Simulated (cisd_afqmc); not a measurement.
Input (AFQMC/CISD/def2-SVP; cisd_afqmc is a phaseless AFQMC code with CISD trial states that reads the integrals written by Ansatz):

Ansatz 0.2 input:
```python
import cisd_afqmc

open("ham.yaml", "w").write("""\
crystal:
  periodic: [false, false, false]
  atoms:
    - {symbol: Sn, position_ang: [0.10528346, -0.45459573, 0.39712601]}
    - {symbol: H, position_ang: [0.42741429, -1.52026574, -0.99246380]}
    - {symbol: S, position_ang: [-0.31891023, 1.37226334, -1.16499331]}
    - {symbol: H, position_ang: [-0.58902367, 2.29383887, -0.22394369]}
basis:
  gaussian:
    orbitals: def2-SVP
magnetization: {spin_polarized: false}
correlation: {method: ccsd, electrons: outside_noble_gas, hamiltonian_folder: ham}
""")
rep = cisd_afqmc.ansatz("ham.yaml")
e_ccsd = rep["correlation"]["coupled_cluster"]["energy"]["hartree"]
out = cisd_afqmc.run("ham", e_ccsd, trial="CISD", walkers=200, populations=8, threads=8, dt=0.005, steps=40, early=36, settle=10, least=32,
    cut=5e-5, rank_cut=2e-4, target=0.0004, seconds=1500, seed=1, memory=17280, gpu=False)
```

Output:

```
orbitals 40, occupied [6], factors 220 of 606, rank of the doubles 92 of 204
E(HF) = -611.932724
E(CCSD) on the cut factors = -612.166898, shift to the whole factors -0.000008
Energy of the trial state on the determinant = -612.166874
  tau behind 10.8 of longer steps, mean of the populations' last blocks
   2.0  -612.17519
   4.0  -612.17565
   6.0  -612.17493
   8.0  -612.17522
blocks 331 (0 outliers left out), error by blocks joined: 1: 0.00013, 2: 0.00016, 4: 0.00021, 8: 0.00027, 16: 0.00027
E(AFQMC/CISD) = -612.17549 +/- 0.00027
```
